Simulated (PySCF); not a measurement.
# Electron correlation in Si (silicon, neutral)

[Ne] 3s2 3p2, high-spin 3P determinant. All numbers are calculated (PySCF 2.14, scalar relativity by spin-free X2C-1e, in x2c-QZVPPall). Frozen: 1s2; 12 electrons correlated.

```tsv
level	correlation energy (mhartree)
CCSD	-255.48
(T)	-4.92
CCSD(T)	-260.40
```

Diagnostics: T1 = 0.0088, D1 = 0.0335, largest double amplitude 0.083.

Task: Is a single reference adequate?

Result: Mostly. T1 lies below 0.03, but a double amplitude of this size points to a near-degeneracy that CCSD handles and MP2 describes poorly.

This basis was not built for core-valence correlation, so the inner-shell part is incomplete.
